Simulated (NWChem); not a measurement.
Species: SiHI, singlet; SMILES [SiH]I

```xyz
3

Si     0.0959    -1.9391     0.0000
H     -1.4231    -2.0832     0.0000
I     -0.0067     0.5207     0.0000
```
Atoms are numbered in this order, from 1.

Level: PBE0-D3(BJ)/def2-TZVP with def2 effective core potentials on I (NWChem), optimised geometry, unscaled harmonic frequencies. Low-valent species are run as closed-shell singlets; no triplet was tried in these runs. def2 effective core potentials on I; no spin-orbit coupling.

| frequency (cm⁻¹) | IR intensity (km/mol) |
|---|---|
| 354 | 47.1 |
| 734 | 38.9 |
| 2039 | 205.0 |

```yaml
zero_point_energy: 4.5 kcal/mol
thermal correction to the enthalpy at 298.15 K (with zero-point energy): 7.1 kcal/mol
heat capacity Cv: 8.3 cal/(mol K)
entropy at 298.15 K and 1 atm (symmetry number 1): 64.7 cal/(mol K)
```

Rigid rotor and harmonic oscillator.
